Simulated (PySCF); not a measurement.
**Splitting trees**

Geometry:
```json
{"atom": "F1", "x (Å)": "3.978", "y (Å)": "0.600", "z (Å)": "-0.457"}
{"atom": "C2", "x (Å)": "2.746", "y (Å)": "0.615", "z (Å)": "-0.012"}
{"atom": "F3", "x (Å)": "2.638", "y (Å)": "1.329", "z (Å)": "1.085"}
{"atom": "C4", "x (Å)": "1.733", "y (Å)": "-0.016", "z (Å)": "-0.607"}
{"atom": "F5", "x (Å)": "2.021", "y (Å)": "-0.705", "z (Å)": "-1.722"}
{"atom": "C6", "x (Å)": "0.316", "y (Å)": "-0.068", "z (Å)": "-0.204"}
{"atom": "C7", "x (Å)": "-0.172", "y (Å)": "0.688", "z (Å)": "1.039"}
{"atom": "C8", "x (Å)": "-1.674", "y (Å)": "0.301", "z (Å)": "0.983"}
{"atom": "C9", "x (Å)": "-1.664", "y (Å)": "-0.575", "z (Å)": "-0.274"}
{"atom": "C10", "x (Å)": "-0.404", "y (Å)": "-1.437", "z (Å)": "-0.051"}
{"atom": "C11", "x (Å)": "-0.797", "y (Å)": "0.261", "z (Å)": "-1.237"}
{"atom": "H12", "x (Å)": "0.328", "y (Å)": "0.341", "z (Å)": "1.955"}
{"atom": "H13", "x (Å)": "-0.002", "y (Å)": "1.771", "z (Å)": "0.956"}
{"atom": "H14", "x (Å)": "-2.332", "y (Å)": "1.177", "z (Å)": "0.874"}
{"atom": "H15", "x (Å)": "-2.000", "y (Å)": "-0.255", "z (Å)": "1.875"}
{"atom": "H16", "x (Å)": "-2.617", "y (Å)": "-1.018", "z (Å)": "-0.592"}
{"atom": "H17", "x (Å)": "-0.188", "y (Å)": "-2.108", "z (Å)": "-0.894"}
{"atom": "H18", "x (Å)": "-0.289", "y (Å)": "-1.969", "z (Å)": "0.907"}
{"atom": "H19", "x (Å)": "-1.050", "y (Å)": "1.323", "z (Å)": "-1.392"}
{"atom": "H20", "x (Å)": "-0.621", "y (Å)": "-0.237", "z (Å)": "-2.200"}
```

- coordinates at the PBE0-D3(BJ)/def2-SVP level
- couplings computed with B3LYP/pcJ-1 (spin–dipole term only in couplings to heteroatoms)
- shieldings: GIAO PBE0/pcSseg-1
- program: PySCF 2.14.0 with density-fitted response routines
- one averaged value for each set of equivalent atoms, one conformer, relativity neglected, isolated molecule

δ = σ(ref) − σ, references computed at the same level: ¹⁹F (177.25 ppm) against CFCl3; TMS for ¹H (31.27 ppm).

Spectrometer: 400 MHz for ¹H. First-order analysis; couplings under 1 Hz (under 4 Hz in carbon signals) are ignored, and nearly equal couplings are merged; the smaller ones broaden or split the lines further.

Problem. What pattern does F3 show (¹⁹F)?

Solution. A doublet of triplets of doublets at δ -124.4: 145.8 Hz to F5 (1 × ¹⁹F, 3 bonds away), 5.3 Hz to H12/H13 (2 × ¹H, 5 bonds away), 1.4 Hz to H16 (1 × ¹H, 6 bonds away). Lines in Hz from the centre (relative intensity): +78.9 (1), +77.5 (1), +73.6 (2), +72.2 (2), +68.3 (1), +66.9 (1), -66.9 (1), -68.3 (1), -72.2 (2), -73.6 (2), -77.5 (1), -78.9 (1). The outer lines are 157.8 Hz apart, the sum of the couplings kept, or 0.419 ppm at this field.

Problem. What pattern does H16 show (¹H)?

Solution. A triplet of triplets of triplets at δ 2.23: 3.4 Hz to H17/H20 (2 × ¹H, 3 bonds away), 1.6 Hz to H14/H15 (2 × ¹H, 3 bonds away), 1.4 Hz to F1 and F3 (2 × ¹⁹F, 6 bonds away).

Problem. What pattern does F5 show (¹⁹F)?

Solution. A doublet of doublets of septets at δ -186.7: 145.8 Hz to F3 (1 × ¹⁹F, 3 bonds away), 62.2 Hz to F1 (1 × ¹⁹F, 3 bonds away), 1.5 Hz to H14/H15 and H12/H13 and H17/H20 (6 × ¹H, 4 or 5 bonds away).

Problem. What pattern does F1 show (¹⁹F)?

Solution. A doublet of doublets at δ -104.8: 62.2 Hz to F5 (1 × ¹⁹F, 3 bonds away), 1.5 Hz to H16 (1 × ¹H, 6 bonds away). Lines in Hz from the centre (relative intensity): +31.9 (1), +30.4 (1), -30.4 (1), -31.9 (1). The outer lines are 63.7 Hz apart, the sum of the couplings kept, or 0.169 ppm at this field.

Unscaled 3J(H,H) at this level run about 10 % above measured values.
